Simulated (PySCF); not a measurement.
## Electron affinity of Tl by level of theory

Tl⁻ [Xe] 4f14 5d10 6s2 6p2 (3P) → Tl [Xe] 4f14 5d10 6s2 6p1 (2P), as a difference of total energies. All numbers are calculated (PySCF 2.14, scalar relativity through the core potential, in def2-TZVPPD with the def2 core potential (60 electrons) (7s5p4d2f, 56 functions)). Correlated levels: valence and next inner shell: nothing frozen outside the core potential. The calculations carry no spin-orbit coupling.

```json
{"method": "UHF", "electron affinity (eV)": "-0.111", "difference from reference (eV)": "-0.431"}
{"method": "MP2 (valence and next inner shell)", "electron affinity (eV)": "0.158", "difference from reference (eV)": "-0.162"}
{"method": "SCS-MP2 (valence and next inner shell)", "electron affinity (eV)": "0.045", "difference from reference (eV)": "-0.275"}
{"method": "CCSD (valence and next inner shell)", "electron affinity (eV)": "0.143", "difference from reference (eV)": "-0.177"}
{"method": "CCSD(T) (valence and next inner shell)", "electron affinity (eV)": "0.171", "difference from reference (eV)": "-0.149"}
```

Reference: 0.320 eV (measured; photodetachment measurements, as compiled on the Wikipedia data page of electron affinities).

Spin-orbit coupling is strong in these open shells (close to jj coupling). The scalar numbers leave it out and a first-order estimate fails, so it can dominate the gap to the real levels.

Errors of the correlated levels include the incompleteness of this basis.

A negative affinity means that the anion lies above the atom at that level of theory.
